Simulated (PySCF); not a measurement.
Fractional electron number in Sn⁺ (tin, charge +1)

The 5p alpha orbital of [Kr] 4d10 5s2 5p1 is emptied in steps (occupation f), with all orbitals relaxed, ending at [Kr] 4d10 5s2. All numbers are calculated (PySCF 2.14, scalar relativity through the core potential, in aug-cc-pVTZ-PP with ECP28MDF (6s5p4d2f, 55 functions)). The exact energy is a straight line in f; departures are measured from the line between the end points of the same method.

```tsv
f	UHF (eV)	LDA (eV)	PBE (eV)	PBE0 (eV)	r2SCAN (eV)	LC-wPBE (eV)	BHandHLYP (eV)	wB97X (eV)	B3LYP (eV)	CAM-B3LYP (eV)
1	0.000	0.000	0.000	0.000	0.000	0.000	0.000	0.000	0.000	0.000
0.75	0.052	-0.700	-0.677	-0.493	-0.638	-0.032	-0.337	-0.101	-0.554	-0.291
0.5	0.069	-0.936	-0.902	-0.654	-0.839	-0.036	-0.449	-0.139	-0.740	-0.388
0.25	0.051	-0.702	-0.675	-0.487	-0.612	-0.022	-0.337	-0.108	-0.554	-0.291
0	0.000	0.000	0.000	0.000	0.000	0.000	0.000	0.000	0.000	0.000
```

```tsv
method	E(f=0) − E(f=1) (eV)	−ε at f=1 (eV)	−ε at f=0.5 (eV)
UHF	13.747	14.031	13.743
LDA	14.399	10.680	14.395
PBE	14.218	10.616	14.223
PBE0	14.257	11.621	14.273
r2SCAN	14.378	10.946	14.444
LC-wPBE	14.379	14.192	14.405
BHandHLYP	14.213	12.418	14.213
wB97X	14.140	13.614	14.122
B3LYP	14.318	11.368	14.318
CAM-B3LYP	14.362	12.811	14.362
```

Orbital energy along the path (eV):

| f | UHF | LDA | PBE | PBE0 | r2SCAN | LC-wPBE | BHandHLYP | wB97X | B3LYP | CAM-B3LYP |
| --- | --- | --- | --- | --- | --- | --- | --- | --- | --- | --- |
| 1 | -14.031 | -10.680 | -10.616 | -11.621 | -10.946 | -14.192 | -12.418 | -13.614 | -11.368 | -12.811 |
| 0.75 | -13.884 | -12.522 | -12.412 | -12.950 | -12.702 | -14.310 | -13.314 | -13.859 | -12.836 | -13.585 |
| 0.5 | -13.743 | -14.395 | -14.223 | -14.273 | -14.444 | -14.405 | -14.213 | -14.122 | -14.318 | -14.362 |
| 0.25 | -13.609 | -16.277 | -16.026 | -15.571 | -16.107 | -14.462 | -15.110 | -14.414 | -15.800 | -15.138 |
| 0 | -13.480 | -18.125 | -17.800 | -16.826 | -17.419 | -14.457 | -16.012 | -14.725 | -17.267 | -15.916 |

Reference removal energy between the ground levels: 14.633 eV (measured; NIST Atomic Spectra Database, ionization energies). The calculation has no spin-orbit coupling. UHF lacks correlation.
